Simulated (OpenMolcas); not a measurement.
Ti2+ (d2) on a cation site of an ionic host was computed by CASSCF with the d shell active (OpenMolcas, ANO-RCC-VTZP on the metal). Its lowest spin-free states, and all those of the highest spin:

```
2S+1  Degeneracy  E (cm-1)
   3           3       0.0
   3           3      9699
   1           3     11972
   1           2     12215
   3           1     20933
   3           3     21584
   1           1     23629
   1           3     24014
   1           3     26543
   1           2     35365
   1           1     54486
```

Is the site octahedral, tetrahedral or cube-like, axial, or of lower symmetry?

The states with 2S+1 = 3 have orbital degeneracies 3, 3, 1, 3. Threefold states need a cubic site. For d2 at this spin an octahedron puts the threefold T1 below the threefold T2 and a tetrahedron or cube puts the single A2 below the threefold T2, so the site is octahedral. The run had Ti2+ with its 6 nearest fluoride ions at 2.173 Å, on the Y site of Cs2NaYF6 (a = 9.075 Å, distance in the model lattice 2.178 Å). The rest of the host is ab initio model potentials to 7.6 Å, with orthogonalisation functions on the cations behind the ligands, and point charges beyond; the distance is set by hand and nothing relaxes, and no local charge compensation is placed. Ligand basis ANO-RCC-VDZP.

An orbital triplet at a regular site is open to Jahn-Teller coupling, which can distort the site and quench the lowest spin-orbit gaps and is left out. Without dynamic correlation the repulsion within the d shell is too large (B by tens of per cent), so at a given field states of lower spin stand too high. Ligand-to-metal charge-transfer states are missing. With no ligand orbital active B as a rule stays too high, so bands that hang on it stand too high and its fall with covalency is understated. With metal d orbitals alone and no dynamic correlation 10Dq can be off by a tenth to a fifth, either way, in oxide and fluoride hosts. No measured value stands beside these numbers; the geometry was set by hand and not optimised.
